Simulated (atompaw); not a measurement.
## What one change does to a pseudopotential (thulium, PAW (atompaw))

```json
{"Element": "Tm (Z = 69)", "Generator": "atompaw 4.2.0.5", "Type": "PAW", "Functional": "LDA (PW92)", "Relativity": "scalar-relativistic", "Frozen core": "[Xe]", "Valence charge": "15", "Reference configuration": "4f12.5 5d0.5 6s2 6p0", "Partial waves": "6s (bound): rc 3.00 bohr; 6s channel at 0.05 Ry: rc 3.00 bohr; 6p (bound, empty): rc 3.00 bohr; 6p channel at 0.35 Ry: rc 3.00 bohr; 5d (bound): rc 3.00 bohr; 5d channel at 0.4 Ry: rc 3.00 bohr; 4f (bound): rc 1.20 bohr; 4f channel at 0.7 Ry: rc 1.20 bohr", "Local potential": "troulliermartins scheme with l = 4 at 0 Ry, radius 2.50 bohr", "Core correction": "smooth core density matched at 2.45 bohr", "Augmentation charge": "besselshape compensation charge, radius 2.25 bohr; PAW radius 3.00 bohr; waves and projectors: custom rrkj gramschmidtortho"}
```

Change: wave 6p channel at 0.35 Ry: rc 3.00 bohr becomes 6p channel at 7.6 Ry: rc 3.00 bohr.

Cutoffs: the cutoffs (Ry, on a coarse ladder) from which the occupation-weighted sum of valence levels, in a spherical-Bessel basis at the reference potential, stays within 10 and 1 mRy of its value at 400 Ry; they do not see the model core or the augmentation charge, which bear on the density cutoff.

Question: What does the change do?

Answer: The potential gets neither clearly harder nor softer (140 Ry and 230 Ry → 140 Ry and 230 Ry); the bound ghosts move from p, s to s; the range in which the p phases agree narrows (upper end at the end of the scan → 0.0).

| quantity | base | changed |
| --- | --- | --- |
| cutoff, loose | 140 Ry | 140 Ry |
| cutoff, tight | 230 Ry | 230 Ry |
| bound ghosts | p, s | s |
| s: phases at 3.01 bohr within 0.05 rad from the reference energy up to (Ry; the scan ends near 5) | 3.3 | 3.3 |
| p: phases at 3.01 bohr within 0.05 rad from the reference energy up to (Ry; the scan ends near 5) | to the end of the scan | 0.0 |
| d: phases at 3.01 bohr within 0.05 rad from the reference energy up to (Ry; the scan ends near 5) | to the end of the scan | to the end of the scan |
| f: phases at 3.01 bohr within 0.05 rad from the reference energy up to (Ry; the scan ends near 5) | 4.9 | 4.9 |
| lowest overlap eigenvalue by channel | s 0.40, p 0.72, d 1.00, f 1.00 | s 0.40, p 0.03, d 1.00, f 1.00 |

 A true bound ghost makes a file unfit for plane-wave use even where its test errors are small: the radial tests pick states by their node count and pass the ghost by. The cutoffs see the waves, projectors and local potential, not the compensation charge or the core.
